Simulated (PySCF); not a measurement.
# `C1OCC(=C2CC2)O1`, C$_{6}$H$_{8}$O$_{2}$

Molfile (atoms numbered from 1):
```
C6H8O2
     RDKit          3D

 16 17  0  0  0  0  0  0  0  0999 V2000
    2.4960    0.5466    0.3400 C   0  0  0  0  0  0  0  0  0  0  0  0
    2.4295   -0.6864   -0.3088 O   0  0  0  0  0  0  0  0  0  0  0  0
    1.1328   -1.1827   -0.0447 C   0  0  0  0  0  0  0  0  0  0  0  0
    0.3192    0.0780    0.1707 C   0  0  0  0  0  0  0  0  0  0  0  0
   -0.9819    0.2075    0.2067 C   0  0  0  0  0  0  0  0  0  0  0  0
   -2.2907   -0.4429    0.1028 C   0  0  0  0  0  0  0  0  0  0  0  0
   -2.1752    1.0441    0.3601 C   0  0  0  0  0  0  0  0  0  0  0  0
    1.2149    1.1189    0.3134 O   0  0  0  0  0  0  0  0  0  0  0  0
    3.2006    1.1962   -0.1872 H   0  0  0  0  0  0  0  0  0  0  0  0
    2.8192    0.4220    1.3935 H   0  0  0  0  0  0  0  0  0  0  0  0
    0.8009   -1.7724   -0.8996 H   0  0  0  0  0  0  0  0  0  0  0  0
    1.1257   -1.8099    0.8603 H   0  0  0  0  0  0  0  0  0  0  0  0
   -2.6284   -0.7737   -0.8697 H   0  0  0  0  0  0  0  0  0  0  0  0
   -2.6170   -1.0820    0.9119 H   0  0  0  0  0  0  0  0  0  0  0  0
   -2.4312    1.7275   -0.4371 H   0  0  0  0  0  0  0  0  0  0  0  0
   -2.4220    1.4184    1.3437 H   0  0  0  0  0  0  0  0  0  0  0  0
  1  2  1  0
  2  3  1  0
  3  4  1  0
  4  5  2  3
  5  6  1  0
  6  7  1  0
  4  8  1  0
  8  1  1  0
  7  5  1  0
  1  9  1  0
  1 10  1  0
  3 11  1  0
  3 12  1  0
  6 13  1  0
  6 14  1  0
  7 15  1  0
  7 16  1  0
M  END
```

Theory: PySCF 2.14.0, GIAO B3LYP/pcSseg-1 magnetisability, rotational g tensor and spin-rotation constants, non-relativistic, gas phase. Geometry: GFN2-xTB.

Give the nuclear spin-rotation constants along the inertial axes (H = +C I·J) beside the isotropic shieldings.

Rotational constants 5.8029, 1.3138, 1.1086 GHz. A star marks the isotopologue with that one atom substituted, in its own axes.
| atom | isotope | Caa (kHz) | Cbb (kHz) | Ccc (kHz) | mean (kHz) | σ (ppm) |
| --- | --- | --- | --- | --- | --- | --- |
| H9 | 1H | -0.170 | -0.070 | -0.043 | -0.094 | 26.0 |
| H10 | 1H | -0.470 | -0.122 | 0.056 | -0.179 | 26.3 |
| H11 | 1H | -0.595 | 0.000 | -0.043 | -0.213 | 27.1 |
| H12 | 1H | -0.637 | -0.084 | 0.033 | -0.229 | 27.3 |
| H13 | 1H | -0.555 | -0.086 | -0.047 | -0.230 | 30.7 |
| H14 | 1H | -0.541 | -0.100 | -0.038 | -0.227 | 30.7 |
| H15 | 1H | -0.556 | -0.099 | -0.033 | -0.229 | 30.6 |
| H16 | 1H | -0.539 | -0.086 | -0.048 | -0.224 | 30.6 |
| C1 | 13C* | 1.557 | 0.329 | 0.342 | 0.743 | 78.2 |
| O2 | 17O* | -0.427 | -0.128 | -0.184 | -0.246 | 259.2 |
| C3 | 13C* | 1.019 | 0.340 | 0.281 | 0.547 | 110.0 |
| C4 | 13C* | 1.887 | 0.618 | 0.292 | 0.932 | 30.3 |
| C5 | 13C* | 2.149 | 0.446 | 0.077 | 0.891 | 92.0 |
| C6 | 13C* | 0.871 | 0.228 | 0.067 | 0.389 | 177.1 |
| C7 | 13C* | 0.876 | 0.229 | 0.066 | 0.391 | 176.8 |
| O8 | 17O* | -1.465 | -0.179 | -0.186 | -0.610 | 169.6 |

For the geometry as given, no vibrational averaging.

How do the rotational constants and the g tensor change when H9, H10, H11, H12, H13, H14, H15, H16 are replaced by deuterium?

Constants 4.6310, 1.1509, 0.9735 GHz; g -0.0371, -0.0104, -0.0005, against -0.0462, -0.0119, -0.0006 before.
